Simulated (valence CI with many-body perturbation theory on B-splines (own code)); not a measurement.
**Sensitivity of CI+MBPT for Re⁶⁹⁺**

Computed by configuration interaction combined with many-body perturbation theory (CI+MBPT): four valence electrons over a frozen Dirac-Fock core [He], radial functions for each j: 6 s, 6 p, 5 d, 3 f, 1 g, with the one-electron correlation potential Σ1 (screened to all orders), the two-electron term Σ2, the three-electron term Σ3, Breit, model QED; selected single and double excitations, second order for the rest, scaled by the run's own slope (own B-spline code, finite nucleus).

No measured spectrum was set against this ion. As an estimate, large intervals hold to a few tenths of a per cent, small ones and those within an open d or f shell to about a per cent.

The reference run has the lowest level (2s^2 2p1/2^2) J=0 and an ionisation energy of 19005.4 eV. Its largest variational space holds 7567 state functions.

Levels are named by their leading jj configuration (3d3/2^4 stands for four electrons in 3d with j = 3/2), which in mixed levels can hold well under half, so a name can repeat and another be missing. Letters in brackets count levels of one name in rising energy.

Changed runs:
A. box radius (bohr) 0.83383 → 1.17
B. natural orbitals for correlation on → off; three-electron term on → off
C. selection threshold (hartree) 2e-08 → 1e-05; natural orbitals for correlation on → off
D. start configuration 2s2 2p2 → 2s2 3p2 (bad on purpose)

Excitation energies of the reference run in eV, and shifts in cm⁻¹:

```csv
Level,Reference,A,B,C
(2s^2 2p1/2 2p3/2) J=1,1502.4,-4.7,-3464,-3557
(2s^2 2p1/2 2p3/2) J=2,1520.6,-4.7,-1981,-2326
(2s 2p1/2^2 2p3/2) J=2,1811.3,-8.7,-1217,-1746
(2s 2p1/2^2 2p3/2) J=1,1901.0,-8.8,+3368,+2086
(2s^2 2p3/2^2) J=2,3048.0,-10,-4298,-4797
(2s^2 2p3/2^2) J=0,3112.2,-10,-2052,-2994
(2s 2p1/2 2p3/2^2) J=2 [a],3284.5,-13,-5980,-6428
(2s 2p1/2 2p3/2^2) J=3,3329.3,-13,-3086,-3864
(2s 2p1/2 2p3/2^2) J=0,3393.9,-13,-348,-1336
(2s 2p1/2 2p3/2^2) J=1 [a],3417.1,-13,+6.8,-1408
(2s 2p1/2 2p3/2^2) J=2 [b],3426.1,-13,+1540,+62
(2s 2p1/2 2p3/2^2) J=1 [b],3430.6,-13,+1089,-207
Ionisation energy (eV),19005.4,-0.001,-1.2,-1.4
```

Run D: It gave no result: the start configuration must fill the lowest shells above the core. The program said: "3p is not the lowest shell of its kind above the core".
